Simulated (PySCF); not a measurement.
**Computed structure and properties of Eu2O(OH)2**

System: Eu2O(OH)2 (singlet in the valence; each metal's 4f electrons, 7 of them, lie in its core potential, out of spins and levels); start: template (C2v). Method: PySCF 2.14.0, RKS TPSS, Eu lcecp-0-SVP with ECP53, O def2-SVP, H def2-SVP; non-relativistic Hamiltonian with scalar-relativistic core potentials where named; density fitting; no spin-orbit coupling.

Input of the relaxation:

```python
mol = gto.M(atom='''
Eu    -0.00198     0.00000     2.27470
Eu    -0.00198    -0.00000    -2.27470
O     -0.00198     0.00000     0.00000
O     -0.00198     0.00000     4.60230
H      0.34802     0.00000     5.50230
O     -0.00198    -0.00000    -4.60230
H      0.34802    -0.00000    -5.50230''',
    basis={'Eu': 'lcecp-0-SVP', 'O': 'def2-SVP', 'H': 'def2-SVP'},
    ecp={'Eu': 'lcecp-0-SVP'},
    charge=0, spin=0)
mf = dft.RKS(mol, xc='TPSS')
mf.grids.atom_grid = (50, 194)  # f atoms: unpruned, at least (60, 302)
mf = mf.density_fit()  # fitting sets: Eu AutoAux, O def2-universal-JKFIT, H def2-universal-JKFIT
mf.conv_tol = 1e-08; mf.max_cycle = 55
mf.kernel(dm0)  # dm0: converged density of the start geometry
# quasi-Newton relaxation in Cartesian coordinates to a largest gradient under 0.00045 Eh/bohr, steps kept in the point group
```

Run from Python with OMP_NUM_THREADS=2; the lines above give its settings. Where DIIS fails, smearing, a level shift and second-order steps follow.
It took 4.2 min on 2 threads of Arm Neoverse V2 (shared host), from the converged density of the start.

Course of the relaxation:

```csv
step,energy above end (eV),largest force component within the symmetry (eV/Å)
0,0.6045,1.223
1,0.5147,0.457
2,0.4455,0.353
3,0.4309,0.250
4,0.3935,0.135
5,0.3895,0.160
6,0.3820,0.278
7,0.3653,0.460
27,0.0084,0.088
28,0.0026,0.076
29,0.0005,0.028
30,0.0000,0.012
31,0.0000,0.045
32,0.0000,0.013
```
(The steps between are left out.)

Relaxed geometry (C2v):

```xyz
7

Eu   -1.2753    0.0000    2.1672
Eu   -1.2753    0.0000   -2.1672
O    -1.5649    0.0000    0.0000
O     0.7155    0.0000    3.0882
H     1.6853    0.0000    3.1031
O     0.7155    0.0000   -3.0882
H     1.6853    0.0000   -3.1031
```

```csv
contact,Å
Eu1–O3 (O),2.186
Eu1–O4 (OH),2.193
Eu2–O6 (OH),2.193
```

On the finer grid (75, 302):

| Quantity | Value |
| --- | --- |
| HOMO | not given (4f levels lie in the core) |
| LUMO | not given (4f levels lie in the core) |
| Dipole about the centre of mass | 6.81 D |
| Set of Mulliken populations of Eu1 outside the core potential | s 2.15, p 6.15, d 0.93, f 0.04 |
| D3(BJ) dispersion energy (not in the energies) | -0.142 eV |

```
atom  Mulliken (e)  Löwdin (e)  spin (e)
 Eu1          0.74        0.63      0.00
 Eu2          0.74        0.63      0.00
  O3         -0.70       -0.59      0.00
  O4         -0.55       -0.39      0.00
  H5          0.16        0.06      0.00
  O6         -0.55       -0.39      0.00
  H7          0.16        0.06      0.00
```

The 4f levels lie in the core potential and are missing. Their spin isn't counted.

No frequency check is given here. The steps kept the symmetry C2v of the start, so a lower state may lie off it.

Rigid scan of O along the line from its metal, all other atoms held (where the atom bridges, its other bond changes as well):

(distance to O3 (Å), energy (eV)): (1.89, 1.176), (1.99, 0.494), (2.09, 0.119), (2.19, 0.000), (2.29, 0.117), (2.39, 0.478), (2.49, 1.121), (2.64, 2.761)

Taking off one OH (charge -1, singlet; the rest: singlet) in vacuum, both parts rigid, costs 9.05 eV; the small basis without counterpoise inflates it. Most of it is the attraction of opposite charges; other ways to part are cheaper, and one spin state was tried for the rest.

Rigid scan of OH along the line from its metal, all other atoms held (where the atom bridges, its other bond changes as well):

| distance to O4 (Å) | energy (eV) |
| --- | --- |
| 1.89 | 0.949 |
| 1.99 | 0.363 |
| 2.09 | 0.078 |
| 2.19 | 0.000 |
| 2.29 | 0.060 |
| 2.39 | 0.208 |
| 2.59 | 0.646 |
| 2.89 | 1.397 |
| 3.29 | 2.281 |
| 3.79 | 3.066 |

One start shape was tried, so this needn't be the lowest isomer.

An lcecp potential fixes the number of 4f electrons, so in runs with it no electron can move into or out of that shell.
